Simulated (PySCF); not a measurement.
Mg(H)(GeH3) (GeH4Mg), SMILES [MgH][GeH3].

Geometry: B3LYP-D3(BJ)/def2-TZVP.

Calculation: B3LYP/def2-TZVPD in PySCF.

The molecule is in vacuum.

Q: Estimate the frontier levels, gap, dipole moment and polarisability. (The exact figures need the calculation; the answer reports its results.)

A: 
The highest occupied level is -6.69 eV and the lowest empty level is -1.23 eV. The orbital gap comes out as 5.46 eV and the dipole moment comes out as 0.81 D. The quadrupole, principal values (traceless, Buckingham form, about the centre of nuclear charge) comes out as -13.10, 6.55, 6.55 D·Å and the mean static polarisability is 73.1 bohr³ (10.83 Å³). The polarisability, principal values is 62.3, 62.3, 94.7 bohr³.
